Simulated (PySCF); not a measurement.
# Bonding in `CS/C=C/OCC#N`

C₅H₇NOS.
Atom-mapped SMILES: `[CH3:1][S:2]/[CH:3]=[CH:4]/[O:5][CH2:6][C:7]#[N:8]` (hydrogens: H9, H10, H11 on C1; H12 on C3; H13 on C4; H14, H15 on C6)

Structure used (GFN2-xTB), in Å, numbered top down from 1:
```
atom  x, y, z in Å
C1    -3.1418    0.3682   -0.3885
S2    -2.2059   -1.0333    0.2994
C3    -0.5704   -0.4332    0.0352
C4     0.4362   -1.2722   -0.1835
O5     1.7539   -0.9837   -0.3304
C6     2.1313    0.3733   -0.2341
C7     3.5747    0.4719   -0.3267
N8     4.7097    0.5672   -0.3962
H9    -4.1923    0.1321   -0.2585
H10   -2.9126    0.4756   -1.4445
H11   -2.8953    1.2754    0.1555
H12   -0.4733    0.6375    0.1155
H13    0.2794   -2.3386   -0.2500
H14    1.6879    0.9658   -1.0510
H15    1.8140    0.8021    0.7303
```

Bond orders from the PBE0/pcSseg-1 density (PySCF). Isolated species at its GFN2-xTB geometry (one conformer only).

(1) Where do the orders between heavy atoms depart from those drawn in the SMILES?

(2) Give the Mayer order of every bond, beside its length.

## Answers

(1) The largest departure is 0.223, at C3–C4 (drawn double, 1.777).

(2) 
```csv
bond,drawn as,length (Å),Mayer order
C1–S2,single,1.820,0.991
S2–C3,single,1.762,1.017
C3–C4,double,1.329,1.777
C4–O5,single,1.357,1.029
O5–C6,single,1.412,0.907
C6–C7,single,1.450,1.008
C7–N8,triple,1.141,3.070
C1–H9,single,1.085,0.958
C1–H10,single,1.086,0.950
C1–H11,single,1.086,0.950
C3–H12,single,1.078,0.916
C4–H13,single,1.080,0.968
C6–H14,single,1.102,0.916
C6–H15,single,1.102,0.913
```

Bonds between the same two heavy elements. C–S: lowest C1–S2 (0.991, 1.820 Å), highest S2–C3 (1.017, 1.762 Å). C–C: lowest C6–C7 (1.008, 1.450 Å), highest C3–C4 (1.777, 1.329 Å). C–O: lowest O5–C6 (0.907, 1.412 Å), highest C4–O5 (1.029, 1.357 Å).

Sum the orders of all bonds at each heavy atom with more than one neighbour and set the sums beside the valence in the SMILES.

C1 3.849 (drawn 4), S2 2.008 (drawn 2), C3 3.710 (drawn 4), C4 3.774 (drawn 4), O5 1.936 (drawn 2), C6 3.744 (drawn 4), C7 4.078 (drawn 4). Orders between atoms that aren't bonded are not in these sums.

The Mayer order sums products of elements of PS (density times overlap matrix) between the two atoms' basis functions, so it depends on the basis set.

The run behind these numbers computed NMR shieldings as well. On one thread of an Intel Xeon Platinum 8488C, shared host, this took 24 s wall and 0.80 GiB of memory at its peak.
